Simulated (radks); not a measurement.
The numbers below are computed, except where a source is named.
The tellurium ion Te4+, configuration [Kr] 4d10 5s2 (the NIST ground configuration). Level of theory: scalar-relativistic Kohn-Sham, RPBE, spin-unpolarised, spherical densities, finite nucleus; Fermi nuclear charge, rms radius 4.7423 fm (a radial shooting solver on a logarithmic mesh with Libxc functionals).

Normalised radial functions P(r) = r R(r), r in bohr:

r              3p       4d
0.001106   0.0031   0.0000
0.001277   0.0040   0.0000
0.001463   0.0051   0.0000
0.001676   0.0065   0.0000
0.001936   0.0084   0.0000
0.002218   0.0106   0.0000
0.002541   0.0135   0.0000
0.002911   0.0172   0.0001
0.003362   0.0221   0.0001
0.003852   0.0280   0.0001
0.004413   0.0356   0.0002
0.005097   0.0457   0.0003
0.005839   0.0578   0.0004
0.00669    0.0729   0.0006
0.007726   0.0931   0.0008
0.008852   0.1169   0.0012
0.01014    0.1462   0.0018
0.01162    0.1821   0.0026
0.01342    0.2286   0.0038
0.01537    0.2814   0.0054
0.01761    0.3441   0.0078
0.02034    0.4218   0.0114
0.0233     0.5060   0.0162
0.0267     0.5998   0.0228
0.03083    0.7075   0.0326
0.03533    0.8128   0.0453
0.04047    0.9155   0.0623
0.04637    1.0068   0.0848
0.05355    1.0781   0.1158
0.06135    1.1068   0.1531
0.07029    1.0817   0.1991
0.08118    0.9792   0.2575
0.093      0.7974   0.3211
0.1066     0.5266   0.3903
0.1231     0.1480   0.4649
0.141     -0.2776   0.5294
0.1615    -0.7358   0.5787
0.1851    -1.1812   0.6016
0.2137    -1.5809   0.5838
0.2448    -1.8386   0.5159
0.2805    -1.9446   0.3913
0.324     -1.8806   0.1974
0.3712    -1.6733  -0.0351
0.4252    -1.3687  -0.2973
0.4911    -1.0052  -0.5785
0.5626    -0.6822  -0.8164
0.6446    -0.4182  -0.9975
0.7385    -0.2291  -1.0999
0.8529    -0.1057  -1.1135
0.9771    -0.0442  -1.0440
1.119     -0.0158  -0.9138
1.293     -0.0044  -0.7375
1.481     -0.0011  -0.5613
1.697     -0.0002  -0.3974
1.96      0.0000  -0.2526
2.245     0.0000  -0.1500
2.572     0.0000  -0.0804
2.947     0.0000  -0.0385
3.404     0.0000  -0.0153
3.9       0.0000  -0.0054
4.468     0.0000  -0.0016
5.16      0.0000  -0.0004
5.911     0.0000  -0.0001

3p: eigenvalue -847.55 eV, 1 radial node at r = 0.129 bohr, <r> = 0.320 bohr, 90 % of the charge inside 0.480 bohr. 4d: eigenvalue -84.545 eV, 1 radial node at r = 0.364 bohr, <r> = 0.959 bohr, 90 % of the charge inside 1.46 bohr.
